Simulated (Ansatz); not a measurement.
Cr3N3, relaxed as a doublet with UKS r2SCAN-D4/def2-SVP in Ansatz, starting from the GFN2-xTB geometry. Force threshold 0.02 eV/Å.

The charge 0 doublet is spin-contaminated (final ⟨S²⟩ up to 6.00, 0.75 for a pure state). The structure comes from a short search, and lower isomers may exist.

Start:

```tsv
atom	x (Å)	y (Å)	z (Å)
Cr1	0.2681	-1.0689	1.6859
Cr2	-0.7269	-0.1355	-0.2481
Cr3	1.5074	0.2523	0.2626
N4	-1.1234	-1.5723	0.6495
N5	-0.4747	1.2199	-1.4930
N6	0.5495	1.3045	-0.8570
```

Problem. Estimate the energy that the relaxation releases and the steps that it takes.

Solution. 140.2 kJ/mol, in 13 steps; 58 s on 4 threads of INTEL XEON PLATINUM 8581C on a shared host. No frequencies were taken in this run, so the end may be a saddle point.

Problem. Does the start keep its bonding?

Solution. By distances, no bond broke or formed. The bond that changes most is Cr3–N6, from 1.81 to 2.16 Å (atoms count from 1).

Problem. Predict the relaxed structure.

Solution. 
```xyz
6

Cr    0.3166   -1.5373    1.6632
Cr   -0.8733    0.2566    0.0423
Cr    1.6363    0.4250    0.5746
N    -1.0170   -1.3740    0.5318
N    -0.5396    1.0510   -1.7211
N     0.4771    1.1787   -1.0907
```
Bond lengths (bridged metal pairs left out): 5 × Cr–N 1.71 to 2.16 Å; 1 × Cr–Cr 2.60 Å; 1 × N–N 1.20 Å.
